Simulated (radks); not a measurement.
Spherical quantum dot in the effective-mass picture: electrons in a parabolic well V = omega^2 r^2 / 2 with omega = 2.64, with a point charge +1 (a donor) at the centre, all in effective atomic units (hartree* = m*/eps^2 hartree, bohr* = eps/m* bohr), one dielectric constant everywhere. Method: non-relativistic Kohn-Sham, PBEsol, spin-polarised, spherical densities; computed with a radial shooting solver with Libxc functionals. Levels are named by radial order and angular momentum (1s, 1p, 1d, 2s, ...), and open shells are averaged over m. Results are scaled to m* = 0.06 and eps = 10.1, for which hartree* = 16.01 meV and bohr* = 8.908 nm. Each electron was tried in the lowest free levels, single moves between levels near the top were tried too, and the lowest total energy was kept; such a search can miss a lower state. At N = 1 the Hartree and exchange-correlation terms need not cancel, so that row can carry a self-interaction error.

N	open shells	2S	E (meV)	addition energy mu(N+1) - mu(N) (meV)	e(HOMO) (meV)	rms radius (nm)
1	1s(up 1, down 0)	1	31.9321	22.64	40.571	5.920
2	none	0	86.5028	63.30	62.733	6.215
3	1p(up 1, down 0)	1	204.373	13.00	124.26	7.226
4	1p(up 2, down 0)	2	335.246	13.34	137.53	7.759
5	1p(up 3, down 0)	3	479.463	17.40	150.89	8.124
6	1p(up 3, down 1)	2	641.082	12.13	167.59	8.425
7	1p(up 3, down 2)	1	814.832	12.42	179.95	8.673
8	none	0	1001.00	43.20	192.39	8.889
9	2s(up 1, down 0)	1	1230.37	12.72	234.93	9.240
10	none	0	1472.45	13.25	247.58	9.537
11	1d(up 1, down 0)	1	1727.79	10.52	260.59	9.797
12	1d(up 2, down 0)	2	1993.63	10.49	271.10	10.03
13	1d(up 3, down 0)	3	2269.98	10.44	281.57	10.23
14	1d(up 4, down 0)	4	2556.76	10.38	291.98	10.42
15	1d(up 5, down 0)	5	2853.92	13.11	302.33	10.59
16	1d(up 5, down 1)	4	3164.20	9.911	315.23	10.76
17	1d(up 5, down 2)	3	3484.38	9.900	325.14	10.91
18	1d(up 5, down 3)	2	3814.47	9.865	335.03	11.06
19	1d(up 5, down 4)	1	4154.42	9.817	344.87	11.20
20	none	0	4504.19	39.00	354.66	11.33
21	1f(up 1, down 0)	1	4892.96	8.939	393.24	11.51
22	1f(up 2, down 0)	2	5290.67	8.915	402.17	11.67
23	1f(up 3, down 0)	3	5697.29	8.883	411.07	11.83
24	1f(up 4, down 0)	4	6112.79	8.847	419.93	11.98
25	1f(up 5, down 0)	5	6537.15	8.807	428.76	12.12
26	1f(up 6, down 0)	6	6970.31	8.766	437.55	12.25
27	1f(up 7, down 0)	7	7412.23	11.17	446.29	12.38
28	1f(up 7, down 1)	6	7865.32	8.500	457.34	12.50
29	1f(up 7, down 2)	5	8326.91	8.483	465.84	12.62
30	1f(up 7, down 3)	4	8796.99	8.459	474.31	12.74
31	1f(up 7, down 4)	3	9275.52	8.430	482.75	12.85
32	1f(up 7, down 5)	2	9762.48	8.398	491.17	12.96
33	1f(up 7, down 6)	1	10257.8	8.364	499.55	13.06
34	none	0	10761.6	10.61	507.90	13.17
35	2p(up 1, down 0)	1	11275.9	-	518.58	13.27

All shells are closed at N = 2, 8, 10, 20, 34 (there: 1s2 1p6 1d10 2s2 1f14); the second difference of the energy has clear peaks (12 % above both neighbours; the first and last values, which can be the largest, are not judged, and half-filled shells can peak too) at N = 2, 5, 8, 15, 20, 27.
